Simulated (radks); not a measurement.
The numbers below are computed, except where a source is named.
Problem. Radial electron density D(r) = 4 pi r^2 rho(r) of an atom or ion with 13 electrons. Level of theory: Dirac Kohn-Sham, PBE, spin-unpolarised, spherical densities, finite nucleus; Fermi nuclear charge, rms radius of each element as measured or else 0.836 A^(1/3) + 0.57 fm (a radial shooting solver on a logarithmic mesh with Libxc functionals).

```
   r/bohr * D(r) (the largest magnitude, 14.6, reaches the edge; | marks zero)
 0.005001 | *
 0.006461 | *
 0.008345 |   *
  0.01078 |     *
  0.01393 |        *
  0.01799 |             *
  0.02324 |                   *
  0.03002 |                           *
  0.03877 |                                    *
  0.05008 |                                             *
   0.0647 |                                                    *
  0.08357 |                                                      *
    0.108 |                                                  *
   0.1395 |                                         *
   0.1801 |                                 *
   0.2308 |                                *
   0.2982 |                                     *
   0.3852 |                                             *
   0.4976 |                                              *
   0.6427 |                                    *
   0.8302 |                     *
    1.072 |         *
    1.385 |    *
     1.79 |   *
    2.312 |    *
    2.986 |  *
    3.857 | *
    4.983 |*
    6.436 *
    8.314 *
    10.74 *
```

What is the nuclear charge?

Solution. Z = 13. The innermost maximum, from 1s, lies near gamma/Z bohr with gamma = sqrt(1 - (Z/c)^2) = 0.995, here 0.0766 bohr (found: 0.0803), and its height grows with Z. The density is that of neutral aluminium in [Ne] 3s2 3p1; the configuration itself is not fixed sharply by these data, and Z only to about a unit. D(r) has 3 maxima, at r = 0.0803, 0.448, 2.08 bohr, and minima at 0.215, 1.67 bohr, inside which lie 2.20, 10.38 electrons.
